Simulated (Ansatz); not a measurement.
In₉As₉H₂₆, a nanocrystal cut from wurtzite InAs (hydrogen-capped). Total charge 0; triplet. Geometry PBE-D4/def2-SVP, that of the neutral singlet.

```xyz
44

As   -0.786   -2.702    3.166
In    1.164   -0.869    3.062
As    2.996   -2.474    1.705
In   -1.613    2.401    2.401
As    0.329    0.798    1.226
In    2.347    2.357    0.642
In    3.857   -2.012   -0.799
As    4.144    0.656   -0.641
As    1.526    3.620   -1.573
In   -1.365   -4.255    0.953
In   -4.581   -0.675    1.000
As   -3.553    1.795    0.653
As   -2.524   -2.112   -0.178
In   -0.629   -0.448   -0.904
As    1.434   -1.975   -1.933
In   -3.245    2.981   -1.751
As   -1.271    1.309   -2.745
In    0.998    2.190   -3.880
H    -0.639   -3.457    4.486
H    -2.025   -1.894    3.542
H     1.967   -0.385    4.524
H     4.246   -2.748    2.542
H     2.501   -3.917    1.651
H    -1.863    1.632    3.950
H    -0.983    4.011    2.145
H     3.286    3.217    1.823
H     5.155   -2.966   -1.438
H     5.586    0.906   -0.199
H     4.330    1.081   -2.095
H     0.253    4.338   -1.132
H     2.398    4.862   -1.746
H    -2.493   -5.479    1.444
H     0.238   -4.511    0.291
H    -4.371   -1.099    2.684
H    -5.971   -0.965   -0.005
H    -4.697    2.643    1.226
H    -2.968   -2.587   -1.564
H     1.018   -3.435   -2.085
H     1.663   -1.674   -3.411
H    -2.342    4.457   -1.497
H    -4.616    2.738   -2.795
H    -1.884    0.358   -3.778
H     2.243    0.959   -3.807
H     0.739    3.330   -5.162
```

In the def2 sets In takes a core potential; there is no spin–orbit coupling. Single mean-field runs in def2-SVP are fitted with def2-universal-jkfit. At PBE-D4/def2-SVP the gap within one spin of the charge 0 triplet nearly closes, so an electron or hole may be smeared out by delocalisation error. At PBE0-D4/def2-SVP a singlet of charge 0 lies 3.66 eV below the triplet at the same geometry.

Q: Estimate the α-spin orbital energies around the gap (eV) in Ansatz with PBE-D4/def2-SVP, PBE0-D4/def2-SVP.

A: 
```
orbital  PBE-D4/def2-SVP  PBE0-D4/def2-SVP
 HOMO−5            -6.17             -7.12
 HOMO−4            -6.02             -7.01
 HOMO−3            -5.93             -6.90
 HOMO−2            -5.90             -6.83
 HOMO−1            -5.84             -6.75
   HOMO            -2.60             -2.93
   LUMO            -2.32             -1.67
 LUMO+1            -2.23             -1.51
 LUMO+2            -2.11             -1.42
 LUMO+3            -2.03             -1.38
 LUMO+4            -1.93             -1.27
 LUMO+5            -1.89             -1.25
 β HOMO            -5.76             -6.60
 β LUMO            -5.69             -5.52
```
